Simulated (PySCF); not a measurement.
Ni(CO) (CNiO), SMILES [O+]#[C-]->[Ni], multiplicity 1. Geometry: PBE0-D3(BJ)/def2-TZVP. The spin state was assumed, not searched.

Method: PBE0-D3(BJ)/def2-TZVP (PySCF).

Harmonic wavenumbers (cm⁻¹): 358, 358, 601, 2120. Rotational constants (GHz): 4.543 (linear); symmetry number 1.

### Question
Work out the zero-point energy and the ideal-gas rigid-rotor harmonic-oscillator thermochemistry at 298.15 K and 1 atm.

### Answer
ZPE = ½ Σ hcν = ½ × 3437 cm⁻¹ = 4.91 kcal/mol. H − E(el) = 7.53 kcal/mol. Entropy in cal/(mol K): translation 39.29, rotation 16.34, vibration 2.71, total 58.34. G − E(el) = -9.86 kcal/mol. Cp = 11.11 cal/(mol K).
